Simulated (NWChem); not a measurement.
System: PbHCl, singlet; SMILES [Cl][PbH]

Here is an NWChem input.

```
start job
memory heap 200 mb stack 900 mb global 1100 mb
geometry units angstroms
  Pb     0.039700     0.435246     0.000000
  H     -1.815097     0.605260     0.000000
  Cl    -0.012253    -2.054179     0.000000
end
basis spherical
  * library def2-svp
end
ecp
  Pb library def2-ecp
end
dft
  xc slater vwn_5
  iterations 150
end
driver
  maxiter 120
end
task dft optimize
dft
  grid fine
  convergence energy 1d-8 density 1d-7
end
task dft freq numerical
```

Output (shortened):

```
             Northwest Computational Chemistry Package (NWChem) 7.3.0
             --------------------------------------------------------

 CS  symmetry detected

                             Geometry "geometry" -> ""
                             -------------------------

 Output coordinates in angstroms (scale by  1.889725989 to convert to a.u.)

  No.       Tag          Charge          X              Y              Z
 ---- ---------------- ---------- -------------- -------------- --------------
    1 Pb                  82.0000     0.02069188     0.42188332     0.00000000
    2 H                    1.0000    -1.83656812     0.56246050     0.00000000
    3 Cl                  17.0000     0.00822550    -2.06805253     0.00000000

 Effective nuclear repulsion energy (a.u.)     322.3552159248

      Symmetry information
      --------------------

 Group name             Cs
 Group number              2
 Group order               2
 No. of unique centers     3

                                Z-matrix (autoz)
                                --------

 Units are Angstrom for bonds and degrees for angles

      Type          Name      I     J     K     L     M      Value
      ----------- --------  ----- ----- ----- ----- ----- ----------
    1 Stretch                  1     2                       1.86257
    2 Stretch                  1     3                       2.48997
    3 Bend                     2     1     3                94.04164

                           NWChem Geometry Optimization
                           ----------------------------

 maximum gradient threshold         (gmax) =   0.000450
 rms gradient threshold             (grms) =   0.000300
 maximum cartesian step threshold   (xmax) =   0.001800
 rms cartesian step threshold       (xrms) =   0.001200
 fixed trust radius                (trust) =   0.300000
 source of zmatrix                         =   autoz

          -------------------
          Energy Minimization
          -------------------

 Using diagonal initial Hessian
 Scaling for Hessian diagonals: bonds = 1.00  angles = 0.25  torsions = 0.10

          --------
          Step   0

                                 NWChem DFT Module
                                 -----------------

[...]

      ----------------------
      Optimization converged
      ----------------------

  Step       Energy      Delta E   Gmax     Grms     Xrms     Xmax
  ---- ---------------- -------- -------- -------- -------- --------
@    4    -651.79880878 -4.0D-08  0.00006  0.00004  0.00020  0.00035
                                     ok       ok       ok       ok

                                Z-matrix (autoz)
                                --------

 Units are Angstrom for bonds and degrees for angles

      Type          Name      I     J     K     L     M      Value     Gradient
      ----------- --------  ----- ----- ----- ----- ----- ---------- ----------
    1 Stretch                  1     2                       1.87083   -0.00006
    2 Stretch                  1     3                       2.46774   -0.00001
    3 Bend                     2     1     3                93.95268    0.00002

                         Geometry "geometry" -> "geometry"
                         ---------------------------------

 Output coordinates in angstroms (scale by  1.889725989 to convert to a.u.)

  No.       Tag          Charge          X              Y              Z
 ---- ---------------- ---------- -------------- -------------- --------------
    1 Pb                  82.0000     0.02631097     0.41293245     0.00000000
    2 H                    1.0000    -1.83887643     0.55807071     0.00000000
    3 Cl                  17.0000     0.00491473    -2.05471187     0.00000000

 Effective nuclear repulsion energy (a.u.)     324.9344088760

      Symmetry information
      --------------------

 Group name             Cs
 Group number              2
 Group order               2
 No. of unique centers     3

[...]

 Rotational Constants
 --------------------
 A=   4.828206 cm-1  (  6.946556 K)
 B=   0.092352 cm-1  (  0.132870 K)
 C=   0.090618 cm-1  (  0.130377 K)

 Temperature                      =   298.15K
 frequency scaling parameter      =   1.0000

 Zero-Point correction to Energy  =    3.439 kcal/mol  (  0.005480 au)
 Thermal correction to Energy     =    5.590 kcal/mol  (  0.008909 au)
 Thermal correction to Enthalpy   =    6.183 kcal/mol  (  0.009853 au)

 Total Entropy                    =   67.428 cal/mol-K
   - Translational                =   42.357 cal/mol-K (mol. weight = 243.9533)
   - Rotational                   =   23.195 cal/mol-K (symmetry #  =        1)
   - Vibrational                  =    1.876 cal/mol-K

 Cv (constant volume heat capacity) =    8.843 cal/mol-K
   - Translational                  =    2.979 cal/mol-K
   - Rotational                     =    2.979 cal/mol-K
   - Vibrational                    =    2.884 cal/mol-K

[normal modes left out]

 ----------------------------------------------------------------------------
 Normal Eigenvalue ||           Projected Infra Red Intensities
  Mode   [cm**-1]  || [atomic units] [(debye/angs)**2] [(KM/mol)] [arbitrary]
 ------ ---------- || -------------- ----------------- ---------- -----------
    1       -0.000 ||    0.001811           0.042         1.765       0.322
    2       -0.000 ||    0.000297           0.007         0.290       0.053
    3        0.000 ||    0.000562           0.013         0.548       0.100
    4        0.000 ||    0.008649           0.200         8.431       1.538
    5        0.000 ||    0.001767           0.041         1.723       0.314
    6        0.000 ||    0.000000           0.000         0.000       0.000
    7      332.171 ||    0.035749           0.825        34.850       6.356
    8      516.606 ||    0.022630           0.522        22.061       4.023
    9     1557.976 ||    0.434772          10.031       423.837      77.295
 ----------------------------------------------------------------------------
```

Level: LDA (Slater exchange, VWN5)/def2-SVP with def2 effective core potentials on Pb. Low-valent species are run as closed-shell singlets; no triplet was tried in these runs. def2 effective core potentials on Pb; no spin-orbit coupling.
